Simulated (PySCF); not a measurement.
**Indirect couplings**

Geometry:
```csv
atom,x (Å),y (Å),z (Å)
C1,-1.727,-0.027,0.013
C2,-0.272,0.305,-0.103
C3,0.773,-0.639,0.201
C4,2.024,-0.124,0.027
Se5,1.883,1.627,-0.545
N6,0.081,1.503,-0.496
H7,-1.984,-0.310,1.046
H8,-2.331,0.841,-0.278
H9,-1.989,-0.878,-0.637
H10,0.578,-1.660,0.535
H11,2.976,-0.631,0.187
```

Couplings: B3LYP/pcJ-1 (pcSseg-1 on Se) (spin–dipole term only in couplings to heteroatoms) in PySCF 2.14, geometry PBE0-D3(BJ)/def2-SVP; gas phase, one conformer, non-relativistic. Couplings are averaged over pairs made equivalent by symmetry, fast rotation or ring inversion, so a value needn't be that of the named pair in this geometry, while other rotamers aren't included; one pair stands for each set, and the list holds those of at least 1.5 Hz over up to four bonds.

Isotopes: ¹³C, ¹H, ¹⁵N.

| pair | bonds | J (Hz) |
| --- | --- | --- |
| C1, C2 | 1 | ? |
| C1, H7 | 1 | ? |
| C2, C3 | 1 | 57.1 |
| C2, N6 | 1 | 3.6 |
| C3, C4 | 1 | ? |
| C3, H10 | 1 | 175.5 |
| C4, H11 | 1 | ? |
| C1, C3 | 2 | 10.7 |
| C1, N6 | 2 | -12.8 |
| C2, C4 | 2 | 5.7 |
| C2, H7 | 2 | -5.9 |
| C2, H10 | 2 | ? |
| C3, N6 | 2 | 4.0 |
| C3, H11 | 2 | 5.2 |
| C4, H10 | 2 | 8.1 |
| H7, H8 | 2 | ? |
| C1, C4 | 3 | ? |
| C2, H11 | 3 | 11.7 |
| C3, H7 | 3 | 3.4 |
| N6, H7 | 3 | -3.3 |
| N6, H11 | 3 | 2.3 |
| H10, H11 | 3 | 6.2 |

Estimate the withheld couplings, with signs.

## Answers


- ¹J(C1,C2) = 53.5 Hz (bond length 1.497 Å)
- ¹J(C1,H7) = 135.1 Hz (bond length 1.102 Å, sp3 carbon)
- ¹J(C3,C4) = 72.3 Hz (bond length 1.364 Å)
- ¹J(C4,H11) = 194.9 Hz (bond length 1.091 Å, sp2 carbon)
- ²J(C2,H10) = 8.3 Hz (angle at C3 123°)
- ²J(H7,H8) = -15.6 Hz (mean over equivalent pairs that range from -18.2 to -14.2 Hz in this conformer)
- ³J(C1,C4) = 2.4 Hz (dihedral angle 180°)

Relativistic effects of the heavier atoms present are left out.
